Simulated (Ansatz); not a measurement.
Basis-set extrapolation for C$_{2}$H$_{5}$AlOS, SMILES `C=[C](S)[AlH][OH]` (PBE0-D4/def2-TZVP geometry, frozen core, Ansatz). Multiplicity 1, RHF reference.

```
                      def2-TZVPP   def2-QZVPP
                 HF  -793.078465  -793.104298
    MP2 correlation    -0.817707    -0.879913
CCSD(T) correlation    -0.896074      not run
```

Energies in hartree. Use E(X) = E(∞) + A·exp(−7.88·√X) for Hartree–Fock and E(X) = E(∞) + B·X^(−2.97) for correlation, with X = 3 and 4, and add CCSD(T) minus MP2 of the smaller set to the MP2 limit.

Question: What is the CCSD(T) energy at the basis-set limit?

Answer: HF limit: -793.104298 + (-0.025833) × 0.13774 = -793.10786. MP2 limit: -0.879913 + (-0.062206) × 0.74074 = -0.92599. Higher-order term: -0.896074 − (-0.817707) = -0.07837. Total: -794.11222 hartree, 3.75 eV below CCSD(T)/def2-TZVPP.
